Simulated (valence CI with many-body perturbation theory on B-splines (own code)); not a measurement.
Energy levels of Tb XLII

Level of theory: valence CI with perturbative core correlation (CI+MBPT): six valence electrons over a frozen Dirac-Fock core [Ar], a basis of 7 s, 7 p, 8 d, 6 f, 4 g, 1 h functions for each j, with the one-electron correlation potential Σ1, the two-electron term Σ2, the three-electron term Σ3, Breit, model QED; selected CI, second order for the rest, scaled by the run's own slope (own B-spline code, finite nucleus).

No measured spectrum was set against this ion. As an estimate, large intervals hold to a few tenths of a per cent, small ones and those within an open d or f shell to about a per cent. Core correlation moves these levels by up to 9700 cm⁻¹, and in measured spectra 5 to 20 % of such shifts remained as error; rates that hang on mixing are uncertain with them. Among the levels kept, up to 990 cm⁻¹ of a level comes from second order outside the variational space, and about a tenth of that is noise between levels of different J, which matters for small intervals. Only levels of the ground parity were solved; by the run's estimate the other parity begins above the list, which can be wrong where configurations are misplaced.

Levels 1 to 34 of 34, with energies above the lowest level, (3d3/2^4 3d5/2^2) J=4. "Leading %" is the weight of the configuration and term that name the level; weights of strongly mixed levels are sums over their largest components and can fall short, and the name can then belong to a minority configuration. In the jj column 3d3/2^4 stands for four electrons in 3d with j = 3/2. Lifetimes count E1, E2, E3, M1 and M2 decay at the calculated energies, and are blank where another channel may lead or the interval is too uncertain; long ones can be off by a factor of two.

| No. | Configuration | Term | J | E (eV) | Leading % | Lifetime | g | Second component | Leading jj |
| --- | --- | --- | --- | --- | --- | --- | --- | --- | --- |
| 1 | 3d6 | 5D | 4 | 0.00 | 38 |  | 1.278 | 38 % 3d6 3F | 3d3/2^4 3d5/2^2 (94 %) |
| 2 | 3d6 | 3P | 2 | 6.19 | 42 | 92.8 s | 1.303 | 19 % 3d6 3D | 3d3/2^4 3d5/2^2 (94 %) |
| 3 | 3d6 | 3P | 0 | 19.16 | 47 | 710 ms |  | 30 % 3d6 1S | 3d3/2^4 3d5/2^2 (83 %) |
| 4 | 3d6 | 5D | 3 | 31.06 | 69 | 2.32 μs | 1.376 | 20 % 3d6 3F | 3d3/2^3 3d5/2^3 (94 %) |
| 5 | 3d6 | 5D | 4 | 33.45 | 41 | 2.36 μs | 1.160 | 23 % 3d6 3H | 3d3/2^3 3d5/2^3 (93 %) |
| 6 | 3d6 | 5D | 1 | 34.96 | 54 | 2.24 μs | 1.333 | 30 % 3d6 3P | 3d3/2^3 3d5/2^3 (95 %) |
| 7 | 3d6 | 3G | 5 | 40.02 | 60 | 10.8 μs | 1.125 | 40 % 3d6 3H | 3d3/2^3 3d5/2^3 (100 %) |
| 8 | 3d6 | 3H | 6 | 40.05 | 70 | 470 ms | 1.108 | 30 % 3d6 1I | 3d3/2^3 3d5/2^3 (99 %) |
| 9 | 3d6 | 3F | 2 | 45.23 | 49 | 3.28 μs | 0.953 | 25 % 3d6 1D | 3d3/2^3 3d5/2^3 (94 %) |
| 10 | 3d6 | 3G | 3 | 46.28 | 29 | 4.16 μs | 1.051 | 28 % 3d6 3D | 3d3/2^3 3d5/2^3 (96 %) |
| 11 | 3d6 | 3P | 0 | 55.20 | 78 | 22.0 μs |  | 17 % 3d6 1S | 3d3/2^3 3d5/2^3 (78 %) |
| 12 | 3d6 | 3D | 2 | 56.65 | 38 | 7.51 μs | 1.122 | 22 % 3d6 3F | 3d3/2^3 3d5/2^3 (80 %) |
| 13 | 3d6 | 1G | 4 | 57.00 | 38 | 39.5 μs | 1.039 | 35 % 3d6 3G | 3d3/2^3 3d5/2^3 (91 %) |
| 14 | 3d6 | 3P | 1 | 57.57 | 54 | 4.19 μs | 1.101 | 39 % 3d6 3D | 3d3/2^3 3d5/2^3 (93 %) |
| 15 | 3d6 | 3F | 3 | 60.15 | 54 | 6.02 μs | 1.064 | 38 % 3d6 1F | 3d3/2^3 3d5/2^3 (99 %) |
| 16 | 3d6 | 5D | 2 | 67.93 | 54 | 974 ns | 1.438 | 34 % 3d6 3P | 3d3/2^2 3d5/2^4 (92 %) |
| 17 | 3d6 | 5D | 0 | 70.73 | 59 | 848 ns |  | 41 % 3d6 1S | 3d3/2^2 3d5/2^4 (93 %) |
| 18 | 3d6 | 3H | 4 | 73.31 | 41 | 1.10 μs | 1.090 | 39 % 3d6 3F | 3d3/2^2 3d5/2^4 (97 %) |
| 19 | 3d6 | 3D | 3 | 76.51 | 29 | 1.22 μs | 1.202 | 24 % 3d6 5D | 3d3/2^2 3d5/2^4 (89 %) |
| 20 | 3d6 | 3H | 5 | 76.67 | 60 | 2.07 μs | 1.093 | 40 % 3d6 3G | 3d3/2^2 3d5/2^4 (100 %) |
| 21 | 3d6 | 1I | 6 | 79.79 | 70 | 3.23 μs | 1.043 | 30 % 3d6 3H | 3d3/2^2 3d5/2^4 (99 %) |
| 22 | 3d6 | 3G | 3 | 81.81 | 46 | 1.83 μs | 0.949 | 40 % 3d6 3F | 3d3/2^2 3d5/2^4 (97 %) |
| 23 | 3d6 | 3P | 1 | 85.24 | 51 | 1.51 μs | 1.043 | 45 % 3d6 3D | 3d3/2^2 3d5/2^4 (91 %) |
| 24 | 3d6 | 1G | 4 | 86.75 | 55 | 2.21 μs | 1.050 | 22 % 3d6 3G | 3d3/2^2 3d5/2^4 (92 %) |
| 25 | 3d6 | 3F | 2 | 87.41 | 33 | 1.82 μs | 1.048 | 32 % 3d6 3P | 3d3/2^2 3d5/2^4 (92 %) |
| 26 | 3d6 | 3F | 2 | 96.70 | 72 | 1.20 μs | 0.844 | 15 % 3d6 3P | 3d3/2^2 3d5/2^4 (96 %) |
| 27 | 3d6 | 3F | 4 | 100.00 | 63 | 1.75 μs | 1.155 | 28 % 3d6 1G | 3d3/2^2 3d5/2^4 (94 %) |
| 28 | 3d6 | 3P | 1 | 109.48 | 65 | 494 ns | 1.493 | 35 % 3d6 5D | 3d3/2 3d5/2^5 (97 %) |
| 29 | 3d6 | 1D | 2 | 116.06 | 84 | 1.74 μs | 1.016 | 7 % 3d6 3P | 3d3/2^2 3d5/2^4 (94 %) |
| 30 | 3d6 | 1G | 4 | 120.72 | 45 | 723 ns | 1.022 | 20 % 3d6 3F | 3d3/2 3d5/2^5 (92 %) |
| 31 | 3d6 | 3P | 2 | 125.53 | 39 | 769 ns | 1.212 | 25 % 3d6 1D | 3d3/2 3d5/2^5 (93 %) |
| 32 | 3d6 | 3F | 3 | 127.09 | 40 | 839 ns | 1.061 | 26 % 3d6 1F | 3d3/2 3d5/2^5 (95 %) |
| 33 | 3d6 | 1S | 0 | 128.37 | 74 | 1.12 μs |  | 22 % 3d6 3P | 3d3/2^2 3d5/2^4 (81 %) |
| 34 | 3d6 | 3P | 0 | 158.44 | 52 | 371 ns |  | 38 % 3d6 1S | 3d5/2^6 (86 %) |

The ionisation energy to 3d5 4P_5/2 of the next ion comes out as 3189.1 eV (NIST: 3189 ± 4 eV (theoretical)). All 34 levels together are meant to be complete up to 164.63 eV.
